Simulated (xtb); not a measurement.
C3H9O4Si (SMILES CO[Si]([O])(OC)OC), doublet, at a GFN2-xTB geometry; xtb with GFN1-xTB.

Here is a job for xtb.
```
$ xtb mol.xyz --gfn 1 --uhf 1 --ohess --json

# file mol.xyz
17

C     -0.38600731     2.63494261     0.08122108
O     -0.77907602     1.32178351     0.26334601
Si     0.02308773    -0.02033728    -0.26733647
O      0.15673885    -0.13806654    -1.81490421
O     -0.78554395    -1.26304075     0.45942465
C     -2.10891699    -1.60806063     0.25520816
O      1.45436715     0.03837562     0.55386437
C      2.41437714    -0.95593042     0.59623915
H     -0.40121247     2.88945753    -0.98513455
H     -1.09603470     3.27992005     0.60451915
H      0.62893474     2.79945459     0.45178136
H     -2.77144191    -0.75631175     0.42861827
H     -2.25638820    -1.94539476    -0.77754607
H     -2.35557366    -2.43117231     0.93020689
H      1.98642061    -1.90565089     0.92695156
H      3.20902884    -0.63506673     1.27414093
H      2.84443327    -1.10863799    -0.40068387
```

Q: Predict the main parts of the log of this xtb run.

A: 
```
   ID    Z sym.   atoms
    1    6 C      1, 6, 8
    2    8 O      2, 4, 5, 7
    3   14 Si     3
    4    1 H      9-17

           -------------------------------------------------
          |                Calculation Setup                |
           -------------------------------------------------

           -------------------------------------------------
          |                 G F N 1 - x T B                 |
           -------------------------------------------------

          ...................................................
          :                      SETUP                      :
          :.................................................:
          :  # basis functions                  56          :
          :  # atomic orbitals                  55          :
          :  # shells                           35          :
          :  # electrons                        49          :
          :  # halogen bonds                     0          :
          :  max. iterations                   250          :
          :  Hamiltonian                  GFN1-xTB          :
          :  restarted?                      false          :
          :  GBSA solvation                  false          :
          :  PC potential                    false          :
          :  electronic temp.          300.0000000     K    :
          :  accuracy                    1.0000000          :
          :  -> integral cutoff          0.2500000E+02      :
          :  -> integral neglect         0.1000000E-07      :
          :  -> SCF convergence          0.1000000E-05 Eh   :
          :  -> wf. convergence          0.2000000E-04 e    :
          :  Broyden damping             0.4000000          :
          :  net charge                          0          :
          :  unpaired electrons                  1          :
          ...................................................

 iter      E             dE          RMSdq      gap      omega  full diag
   1    -32.1219174 -0.321219E+02  0.780E+00    8.59       0.0  T
   2    -32.1446670 -0.227496E-01  0.477E+00    7.63       1.0  T
   3    -32.0527746  0.918924E-01  0.282E+00    8.43       1.0  T
   4    -32.1876726 -0.134898E+00  0.931E-01    8.61       1.0  T
   5    -32.1964042 -0.873161E-02  0.623E-01    8.17       1.0  T
   6    -32.2088583 -0.124541E-01  0.283E-01    8.42       1.0  T
   7    -32.2112082 -0.234990E-02  0.100E-01    8.38       1.0  T
   8    -32.2112875 -0.792752E-04  0.735E-02    8.34       1.0  T
   9    -32.2114130 -0.125531E-03  0.467E-02    8.35       1.0  T
  10    -32.2114786 -0.655203E-04  0.210E-02    8.37       1.2  T
  11    -32.2114927 -0.141787E-04  0.212E-03    8.36      11.5  T
  12    -32.2114924  0.287613E-06  0.311E-03    8.36       7.8  T
  13    -32.2114928 -0.363237E-06  0.174E-03    8.36      14.0  T
  14    -32.2114929 -0.864068E-07  0.643E-04    8.36      37.7  T
  15    -32.2114929 -0.133945E-07  0.707E-05    8.36     343.0  T
  16    -32.2114929 -0.134662E-09  0.215E-05    8.36    1127.5  T

   *** convergence criteria satisfied after 16 iterations ***

         :::::::::::::::::::::::::::::::::::::::::::::::::::::
         ::                     SUMMARY                     ::
         :::::::::::::::::::::::::::::::::::::::::::::::::::::
         :: total energy             -31.972545525242 Eh    ::
         :: gradient norm              0.024465767743 Eh/a0 ::
         :: HOMO-LUMO gap              8.363452473082 eV    ::
         ::.................................................::
         :: SCC energy               -32.211492908610 Eh    ::
         :: -> electrostatic           0.132871606389 Eh    ::
         :: repulsion energy           0.245099735327 Eh    ::
         :: dispersion energy         -0.006152351960 Eh    ::
         :: halogen bond corr.         0.000000000000 Eh    ::
         :: add. restraining           0.000000000000 Eh    ::
         :: total charge              -0.000000000000 e     ::
[...]
 * total energy  :   -31.9964700 Eh     change       -0.4181908E-03 Eh
 * total energy  :   -31.9966446 Eh     change       -0.1745425E-03 Eh
 * total energy  :   -31.9964320 Eh     change        0.2125972E-03 Eh
 * total energy  :   -31.9967608 Eh     change       -0.3288513E-03 Eh
 * total energy  :   -31.9967741 Eh     change       -0.1324466E-04 Eh
 * total energy  :   -31.9967939 Eh     change       -0.1982973E-04 Eh
 * total energy  :   -31.9968210 Eh     change       -0.2714980E-04 Eh
 * total energy  :   -31.9968646 Eh     change       -0.4356670E-04 Eh
 * total energy  :   -31.9968977 Eh     change       -0.3308768E-04 Eh
 * total energy  :   -31.9969279 Eh     change       -0.3020929E-04 Eh
 * total energy  :   -31.9969384 Eh     change       -0.1045207E-04 Eh
 * total energy  :   -31.9969415 Eh     change       -0.3133227E-05 Eh
   *** GEOMETRY OPTIMIZATION CONVERGED AFTER 21 ITERATIONS ***
         :: total energy             -31.996941483975 Eh    ::
[...]

          ...................................................
          :                      SETUP                      :
          :.................................................:
          :  # frequencies                          45      :
          :  # imaginary freq.                       0      :
          :  linear?                             false      :
          :  only rotor calc.                    false      :
          :  symmetry                               c3      :
          :  rotational number                       3      :
          :  scaling factor                  1.0000000      :
          :  rotor cutoff                   50.0000000 cm⁻¹ :
          :  imag. cutoff                  -20.0000000 cm⁻¹ :
          :.................................................:

    mode    ω/cm⁻¹     T·S(HO)/kcal·mol⁻¹    T·S(FR)/kcal·mol⁻¹   T·S(vib)
   ------------------------------------------------------------------------
       1     39.25    -1.57919 ( 27.52%)    -1.12795 ( 72.48%)    -1.25213
       2     49.92    -1.43728 ( 49.83%)    -1.05678 ( 50.17%)    -1.24640
       3     50.56    -1.42968 ( 51.12%)    -1.05297 ( 48.88%)    -1.24556
       4     66.74    -1.26633 ( 76.04%)    -0.97081 ( 23.96%)    -1.19553
       5     67.27    -1.26166 ( 76.62%)    -0.96846 ( 23.38%)    -1.19310
       6     74.70    -1.20020 ( 83.28%)    -0.93745 ( 16.72%)    -1.15628
       7     81.60    -1.14845 ( 87.65%)    -0.91128 ( 12.35%)    -1.11915
       8     88.43    -1.10155 ( 90.73%)    -0.88751 (  9.27%)    -1.08169
       9     88.83    -1.09890 ( 90.88%)    -0.88617 (  9.12%)    -1.07949
      10    239.17    -0.53937 ( 99.81%)    -0.59284 (  0.19%)    -0.53948
      11    239.24    -0.53921 ( 99.81%)    -0.59275 (  0.19%)    -0.53931
      12    288.13    -0.44272 ( 99.91%)    -0.53767 (  0.09%)    -0.44281
      13    288.22    -0.44257 ( 99.91%)    -0.53758 (  0.09%)    -0.44266
   ------------------------------------------------------------------------

   temp. (K)  partition function   enthalpy   heat capacity  entropy
                                   cal/mol     cal/K/mol   cal/K/mol   J/K/mol
 298.15  VIB  0.822E+06             6393.832     29.880     45.313
         ROT  0.193E+06              888.752      2.981     27.164
         INT  0.158E+12             7282.584     32.861     72.476
         TR   0.155E+28             1481.254      4.968     40.642
         TOT                        8763.8383    37.8290   113.1183   473.2870

       T/K    H(0)-H(T)+PV         H(T)/Eh          T*S/Eh         G(T)/Eh
   ------------------------------------------------------------------------
    298.15    0.139661E-01    0.139501E+00    0.537462E-01    0.857546E-01
   ------------------------------------------------------------------------

         :::::::::::::::::::::::::::::::::::::::::::::::::::::
         ::                  THERMODYNAMIC                  ::
         :::::::::::::::::::::::::::::::::::::::::::::::::::::
         :: total free energy         -31.911186899022 Eh   ::
         ::.................................................::
         :: total energy              -31.996941483975 Eh   ::
         :: zero point energy           0.125534672986 Eh   ::
         :: G(RRHO) w/o ZPVE           -0.039780088033 Eh   ::
         :: G(RRHO) contrib.            0.085754584953 Eh   ::
         :::::::::::::::::::::::::::::::::::::::::::::::::::::

optimized geometry written to: xtbopt.xyz

           -------------------------------------------------
          | TOTAL ENERGY              -31.996941483975 Eh   |
          | TOTAL ENTHALPY            -31.857440745635 Eh   |
          | TOTAL FREE ENERGY         -31.911186899022 Eh   |
          | GRADIENT NORM               0.000783220470 Eh/α |
          | HOMO-LUMO GAP               8.029243525117 eV   |
           -------------------------------------------------

normal termination of xtb
```
